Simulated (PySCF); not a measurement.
**How the method moves the HOMO and LUMO of `N#C[SiH](N)N`**

CH5N3Si.
Numbering: `[N:1]#[C:2][SiH:3]([NH2:4])[NH2:5]` (hydrogens: H6 on Si3; H7, H8 on N4; H9, H10 on N5)

Cartesian coordinates in Å at the PBE0-D3(BJ)/def2-SVP level; atoms count from 1:
```xyz
10
CH5N3Si angstrom
N     -0.7382    2.8852   -0.0726
C     -0.4218    1.7833    0.1056
Si     0.1260    0.0089    0.3985
N     -1.2817   -0.8710   -0.0190
N      1.4400   -0.5186   -0.5587
H      0.6250   -0.0045    1.8030
H     -2.2014   -0.4569    0.0750
H     -1.3053   -1.8817    0.0492
H      1.3710   -0.5588   -1.5692
H      2.3931   -0.3791   -0.2454
```

Basis pcSseg-2 throughout (PySCF), one geometry. One conformer (not necessarily the lowest) at the PBE0-D3(BJ)/def2-SVP geometry, without solvent, vibrations or thermal averaging.

Q: How do the orbital energies, the gap and the dipole change with the method?

A: 
| method | kind | HOMO (eV) | LUMO (eV) | gap (eV) | μ (D) | SCF cycles |
| --- | --- | --- | --- | --- | --- | --- |
| BLYP | GGA | -6.56 | -1.22 | 5.34 | 4.08 | 15 |
| OPBE | GGA | -6.62 | -1.19 | 5.42 | 4.07 | 15 |
| B97-D | GGA | -6.67 | -1.23 | 5.44 | 4.08 | 14 |
| PBE | GGA | -6.67 | -1.35 | 5.33 | 4.08 | 14 |
| KT3 | GGA | -6.77 | -1.33 | 5.44 | 4.04 | 15 |
| KT2 | GGA | -6.78 | -1.39 | 5.39 | 4.05 | 15 |
| BP86 | GGA | -6.78 | -1.41 | 5.38 | 4.09 | 14 |
| LDA | LDA | -6.82 | -1.58 | 5.23 | 4.15 | 15 |
| B97-2 | global hybrid | -7.84 | -0.42 | 7.42 | 4.09 | 14 |
| B3LYP | global hybrid | -7.88 | -0.64 | 7.24 | 4.10 | 14 |
| PBE0 | global hybrid | -8.12 | -0.40 | 7.71 | 4.10 | 14 |
| mPW1PW91 | global hybrid | -8.14 | -0.40 | 7.74 | 4.10 | 14 |
| BHandHLYP | global hybrid | -9.49 | 0.48 | 9.97 | 4.14 | 13 |
| CAM-B3LYP | range-separated hybrid | -9.57 | 0.60 | 10.17 | 4.12 | 14 |
| wB97X-D | range-separated hybrid | -10.04 | 1.39 | 11.43 | 4.10 | 14 |
| LC-wPBE | range-separated hybrid | -10.98 | 1.79 | 12.77 | 4.11 | 15 |
| HF | Hartree–Fock | -11.69 | 2.34 | 14.02 | 4.21 | 12 |

The HOMO spans 5.13 eV, from BLYP down to HF, and the gap runs from 5.23 eV (LDA) to 14.02 eV (HF). Over the methods BLYP (0 %), OPBE (0 %), B97-D (0 %), PBE (0 %), KT3 (0 %), KT2 (0 %), BP86 (0 %), LDA (0 %), B97-2 (21 %), B3LYP (20 %), PBE0 (25 %), mPW1PW91 (25 %), BHandHLYP (50 %), HF (100 %), a straight line through the gap against the share of exact exchange rises by 0.88 eV for each 10 % (correlation coefficient 0.999). The dipole ranges from 4.04 D (KT3) to 4.21 D (HF). This basis has no diffuse functions.
